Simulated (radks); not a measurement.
Values are calculated unless marked as measured or tabulated.
Task: The mean radii <r> (bohr) of the occupied orbitals of an atom or ion are listed with their occupations. Level of theory: Dirac Kohn-Sham, exchange-only PBE, spin-unpolarised, spherical densities, finite nucleus; Fermi nuclear charge, rms radius of each element as measured or else 0.836 A^(1/3) + 0.57 fm (a radial shooting solver on a logarithmic mesh with Libxc functionals).

| orbital | occ. | <r> |
|---|---|---|
| 1s1/2 | 2 | 0.04130 |
| 2s1/2 | 2 | 0.1713 |
| 2p1/2 | 1 | 0.1446 |

Name the element and its charge. Open shells, if any, fill j = l - 1/2 first.

Result: Z = 36, krypton, charge +31: Kr31+ in [He] 2s2 2p1. The 1s radius gives Z: for a bare nucleus <r> = (2 gamma + 1)/(2Z) with gamma = sqrt(1 - (Z/c)^2), 0.04069 bohr for Z = 36, and screening makes it slightly larger (0.04130 here). The occupations add up to 5, and the charge is Z minus that.
